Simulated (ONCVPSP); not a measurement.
## Cu: ONCV pseudisation with PBEsol, scalar-relativistic reference atom.

Input for ONCVPSP 4.0.1:

```
# ATOM AND REFERENCE CONFIGURATION
# atsym  z   nc   nv     iexc    psfile
  Cu 29.00    3    5  -116133      upf
#
#   n    l    f
    1    0    2.00
    2    0    2.00
    2    1    6.00
    3    0    2.00
    3    1    6.00
    3    2   10.00
    4    0    0.75
    4    1    0.25
#
# PSEUDOPOTENTIAL AND OPTIMIZATION
# lmax
    2
#
#   l,   rc,      ep,       ncon, nbas, qcut
    0    1.25    0.00    4    8   10.70
    1    1.30    0.00    4    7    9.60
    2    0.75    0.00    3    8   12.20
#
# LOCAL POTENTIAL
# lloc, lpopt,  rc(5),   dvloc0
    4    5    0.50    0.00
#
# VANDERBILT-KLEINMAN-BYLANDER PROJECTORs
# l, nproj, debl
    0    2    3.30
    1    2    1.60
    2    1    0.80
#
# MODEL CORE CHARGE
# icmod, fcfact, rcfact
    3    4.25    1.40
#
# LOG DERIVATIVE ANALYSIS
# epsh1, epsh2, depsh
   -6.00    5.00    0.04
#
# OUTPUT GRID
# rlmax, drl
    6.00    0.01
#
# TEST CONFIGURATIONS
# ncnf
    4
# nvcnf
#   n    l    f
    5
    3    0    2.00
    3    1    6.00
    3    2   10.00
    4    0    1.00
    4    1    0.00
#
    5
    3    0    2.00
    3    1    6.00
    3    2   10.00
    4    0    0.00
    4    1    0.00
#
    5
    3    0    2.00
    3    1    6.00
    3    2    9.00
    4    0    0.00
    4    1    0.00
#
    5
    3    0    2.00
    3    1    6.00
    3    2    9.00
    4    0    1.00
    4    1    1.00
#
```

Command:

```bash
oncvpsp.x < Cu.dat > Cu.out
```

Resulting log (shortened: citation, most of the input echo, consistency checks and plot data are left out):

```
ONCVPSP  (Optimized Norm-Conservinng Vanderbilt PSeudopotential)
scalar-relativistic version 4.0.1

#   n    l    f        energy (Ha)
    1    0    2.00    -3.2499542E+02
    2    0    2.00    -3.9027990E+01
    2    1    6.00    -3.3698594E+01
    3    0    2.00    -4.2263080E+00
    3    1    6.00    -2.6681159E+00
    3    2   10.00    -2.0791744E-01
    4    0    0.75    -1.8507251E-01
    4    1    0.25    -3.5372541E-02

Reference configufation results
  iterations    38
  all-electron total energy (Ha)   -1.65345358D+03

Begin loop to  construct optimized pseudo wave functions
and semi-local pseudopoentials for all angular momenta

Calculating optimized projector #   1

 for l=   0

    Fraction of norm inside rc  0.958844
    Optimizing pswf for qcut=  10.71 a_B^-1,  ecut=  57.37 Ha
    Residual kinetic energy error=  3.35D-07 Ha

    Energy error per electron        Cutoff
         Ha          eV             Ha
         0.01000     0.27211       23.08
         0.00100     0.02721       35.62
         0.00010     0.00272       43.62
         0.00001     0.00027       49.72

Calculating optimized projector #   2

 for l=   0

    Fraction of norm inside rc  0.037308
    Optimizing pswf for qcut=  10.71 a_B^-1,  ecut=  57.37 Ha
    Residual kinetic energy error=  3.71D-07 Ha

    Energy error per electron        Cutoff
         Ha          eV             Ha
         0.01000     0.27211        9.04
         0.00100     0.02721       28.76
         0.00010     0.00272       40.31
         0.00001     0.00027       48.22

Calculating optimized projector #   1

 for l=   1

    Fraction of norm inside rc  0.944024
    Optimizing pswf for qcut=   9.60 a_B^-1,  ecut=  46.06 Ha
    Residual kinetic energy error=  3.30D-05 Ha

    Energy error per electron        Cutoff
         Ha          eV             Ha
         0.01000     0.27211       31.08
         0.00100     0.02721       37.70
         0.00010     0.00272       43.33
         0.00001     0.00027       76.66

Calculating optimized projector #   2

 for l=   1

    Fraction of norm inside rc  0.009382
    Optimizing pswf for qcut=   9.60 a_B^-1,  ecut=  46.06 Ha
    Residual kinetic energy error=  1.65D-06 Ha

    Energy error per electron        Cutoff
         Ha          eV             Ha
         0.01000     0.27211       16.40
         0.00100     0.02721       26.69
         0.00010     0.00272       35.06
         0.00001     0.00027       41.68

Calculating optimized projector #   1

 for l=   2

    Fraction of norm inside rc  0.408750
    Optimizing pswf for qcut=  12.19 a_B^-1,  ecut=  74.29 Ha
    Residual kinetic energy error=  2.53D-02 Ha

    Energy error per electron        Cutoff
         Ha          eV             Ha
         0.01000     0.27211      121.81
         0.00100     0.02721      459.62

Construct Vanderbilt / Kleinmman-Bylander projectors

B matrix Hermiticity error, ll=   0
   1   2    4.2795E-04

  Orthonormal projector coefficients  3.1551E+01  2.9822E+00

B matrix Hermiticity error, ll=   1
   1   2    1.3147E-04

  Orthonormal projector coefficients  1.3251E+01 -1.3138E+01

Model core correction analysis
  based on d2Exc/dn_idn_j

d2excae - all-electron derivatives

   -4.238084D-02   -3.941801D-02   -2.756243D-02   -1.584639D-03
   -3.977834D-04
   -3.941817D-02   -3.789517D-02   -2.723876D-02   -1.937807D-03
   -4.561131D-04
   -2.756277D-02   -2.723897D-02   -2.476400D-02   -7.771749D-03
   -2.678472D-03
   -1.584542D-03   -1.937542D-03   -7.768118D-03   -3.848406D-02
   -2.662564D-02
   -3.977825D-04   -4.560808D-04   -2.675463D-03   -2.662742D-02
   -4.061709D-02

d2excps - pseudofunction derivatives with no core correction

   -5.065497D-02   -4.057862D-02   -3.032001D-02   -2.118479D-03
   -4.474354D-04
   -4.057958D-02   -3.907094D-02   -3.021337D-02   -1.971415D-03
   -4.723727D-04
   -3.032057D-02   -3.021355D-02   -2.671884D-02   -7.855216D-03
   -2.712010D-03
   -2.118683D-03   -1.971145D-03   -7.851584D-03   -3.856638D-02
   -2.666390D-02
   -4.474502D-04   -4.723399D-04   -2.708996D-03   -2.666568D-02
   -4.066037D-02

rms 2nd derivative error    2.096406E-03

rmatch, rhocmatch    0.3500   79.4631

Teter function model core charge with specified parameters

d2excps - pseudofunction derivatives with core correction

   -3.901609D-02   -3.697722D-02   -2.826391D-02   -1.513439D-03
   -3.870211D-04
   -3.697717D-02   -3.714710D-02   -2.883932D-02   -1.787996D-03
   -4.403115D-04
   -2.826404D-02   -2.883949D-02   -2.564331D-02   -7.753582D-03
   -2.689716D-03
   -1.513327D-03   -1.787721D-03   -7.749948D-03   -3.853502D-02
   -2.666086D-02
   -3.870165D-04   -4.402780D-04   -2.686702D-03   -2.666264D-02
   -4.065985D-02

rms 2nd derivative error    1.108893E-03

Pseudoatom total energy -196.473061

Diagnostic tests using Vanderbilt-Kleinman-Bylander pseudopotentials
  1 or more projectors used as specified by nproj input data

   l    rcore       rmatch      e in        delta e   norm test  slope test

   0   1.2513936   1.2893886  -4.2263080   0.0000064   1.0002287   1.0002073
   0   1.2513936   1.2893886  -0.1850725   0.0000047   1.0000429   1.0000347

   1   1.3049077   1.3445275  -2.6681159  -0.0000974   1.0003061   1.0002822
   1   1.3049077   1.3445275  -0.0353725   0.0000001   0.9999753   1.0000350

   2   0.7526024   0.7754530  -0.2079174  -0.0009132   0.9996242   0.9970727

 Testing for bound ghosts
   n   l    E NL Schr. Eq   E Basis Diag.   E Cutoff

   1   0       -4.226302       -4.226297    168.79
   2   0       -0.185068       -0.020229    168.79

   2   1       -2.668213       -2.668159    131.55
   3   1       -0.035372        0.254576    131.55

   3   2       -0.208831       -0.113877    454.24

 Testing for highly-localized positive-energy ghosts
       l    <radius>/rc     E Basis Diag.   E Cutoff

       0        0.578734        8.934685    168.79  WARNING - GHOST(+)

       1        0.639358        9.558014    131.55  WARNING - GHOST(+)

Test configuration 0

   n   l     f        eae           eps        diff
   1   0  2.0000 -324.99542041
   2   0  2.0000  -39.02798973
   2   1  6.0000  -33.69859394
   3   0  2.0000   -4.22630797   -4.22630157    6.41D-06
   3   1  6.0000   -2.66811590   -2.66821334   -9.74D-05
   3   2 10.0000   -0.20791744   -0.20883061   -9.13D-04
   4   0  0.7500   -0.18507251   -0.18506777    4.75D-06
   4   1  0.2500   -0.03537254   -0.03537246    8.43D-08

    Total energies and differences
      AE_ref= -1.65345358D+03  AE_tst= -1.65345358D+03  dif=  0.00D+00
      PS_ref= -1.96473061D+02  PS_tst= -1.96473061D+02  dif= -4.26D-12
      PSP excitation error=  4.26D-12

Test configuration 1

psatom: WARNING lschvkbb convergence error n,l,iter=   3   2  40
ea(ii),et,emin,emax -1.841755E-01 -2.025930E-01 -2.025930E-01 -2.025930E-01
run_config: WARNING for fully non-local PS atom, stg. 1
 WARNING no output for configuration 2

Test configuration 2

   n   l     f        eae           eps        diff
   1   0  2.0000 -325.28907822
   2   0  2.0000  -39.31314948
   2   1  6.0000  -33.98450218
   3   0  2.0000   -4.51954537   -4.51926307    2.82D-04
   3   1  6.0000   -2.96243084   -2.96254252   -1.12D-04
   3   2 10.0000   -0.50135177   -0.50245726   -1.11D-03

    Total energies and differences
      AE_ref= -1.65345358D+03  AE_tst= -1.65319260D+03  dif=  2.61D-01
      PS_ref= -1.96473061D+02  PS_tst= -1.96212096D+02  dif=  2.61D-01
      PSP excitation error=  1.59D-05

Test configuration 3

psatom: WARNING lschvkbb convergence error n,l,iter=   3   1   3
ea(ii),et,emin,emax -3.537246E-02 -3.890970E-02 -3.890970E-02 -3.890970E-02
run_config: WARNING for fully non-local PS atom, stg. 1
 WARNING no output for configuration 4

Test configuration 4

   n   l     f        eae           eps        diff
   1   0  2.0000 -325.24255303
   2   0  2.0000  -39.29375499
   2   1  6.0000  -33.96235990
   3   0  2.0000   -4.47626538   -4.47801053   -1.75D-03
   3   1  6.0000   -2.91337700   -2.91454232   -1.17D-03
   3   2  9.0000   -0.42641368   -0.42797351   -1.56D-03
   4   0  1.0000   -0.26285469   -0.26302058   -1.66D-04
   4   1  1.0000   -0.07730706   -0.07738066   -7.36D-05

    Total energies and differences
      AE_ref= -1.65345358D+03  AE_tst= -1.65323819D+03  dif=  2.15D-01
      PS_ref= -1.96473061D+02  PS_tst= -1.96256504D+02  dif=  2.17D-01
      PSP excitation error= -1.17D-03
```

The run took about 3.5 s on one core of a shared server CPU.
